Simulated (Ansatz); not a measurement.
AuCl, singlet, at a GFN2-xTB geometry (such geometries of metal compounds can be far from the true shape) (core potentials on Au); Ansatz (a program for electronic structure) with SC-NEVPT2/def2-SVP, CASSCF(6,6).

The Ansatz input:
Ansatz 0.2 input:
```yaml
crystal:
  periodic: [false, false, false]
  atoms:
    - {symbol: Au, position_ang: [-0.00000000, -0.00000000, -0.39614556]}
    - {symbol: Cl, position_ang: [0.00000000, 0.00000000, 1.84091171]}
basis:
  gaussian:
    orbitals: def2-SVP
magnetization: {spin_polarized: false}
correlation: {method: sc_nevpt2, electrons: all, active_space: {window: {electrons: 6, orbitals: 6}}}
```

Task: Predict the main parts of the log of this Ansatz run.

Result: 
```
Functional definition: HF
484 factors; integrals over basis functions are off by at most 9.1e-4 eV
mean field evaluation 1: about -16167.0135 eV, gradient 1.6e1 eV
mean field evaluation 2: about -16167.2245 eV, gradient 1.6e1 eV
mean field evaluation 4: about -16167.8802 eV, gradient 1.6e0 eV
mean field evaluation 8: about -16167.9138 eV, gradient 3.0e-1 eV
mean field evaluation 16: about -16167.9158 eV, gradient 2.7e-5 eV
mean field -16167.91580415 eV, -594.1599467955 hartree, gradient 2.4e-6 eV, S^2 0.000000; 0 other end points of the search recorded, 0 dependent functions left out
reference -16167.91580415 eV, -594.1599467955 hartree; 18, 18 occupied and 32, 32 virtual orbitals, 484 factors
state -16169.13931386 eV, -594.2049099480 hartree
state -16169.13931386 eV, -594.2049099480 hartree; corrected -16180.68958276 eV, -594.6293745013 hartree
Total energy: -16180.68958276 eV, -594.6293745013 hartree
```
